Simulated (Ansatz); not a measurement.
Gas-phase electronic energies from Ansatz, PBE0-D4/def2-TZVP geometries. CCSD(T)/CBS adds triple-zeta CCSD(T) − MP2 to the extrapolated MP2 energy (def2 sets, frozen cores). Functionals use def2-TZVPP. For Br, Ge outer-core shells are correlated without core-valence functions, which leaves a few kJ/mol of doubt a bond. Scalar relativity is left out up to krypton. Each species was taken in one conformer, which may not be the lowest.

Reaction (redistribution): `[Br][Al]1[CH2][CH2]1` + `[NH2][Ge][NH2]` → `[NH2][Al]1[CH2][CH2]1` + `[NH2][Ge][Br]`

CCSD(T)/CBS gives -10.3 kJ/mol.

**Question.** Another level gave -7.1 kJ/mol. Which?
A. BLYP/def2-TZVPP
B. ωB97X-V/def2-TZVPP
C. CCSD/def2-TZVPP
D. LDA (SPW92)/def2-TZVPP

**Answer.** C. CCSD/def2-TZVPP -7.1, ωB97X-V -11.3, LDA (SPW92) -16.4, BLYP -23.6 kJ/mol.

Largest T1 diagnostic among the species: 0.013.

From BLYP to BHLYP (50 % exact exchange), in def2-TZVPP and without D4, ΔE moves by +7.6 kJ/mol. Leaving LDA and LC-ωPBE aside and taking each functional with its dispersion term where it has one, the values, not all of them listed here, spread over 16.1 kJ/mol, from BLYP-D4 to PBE-QIDH.
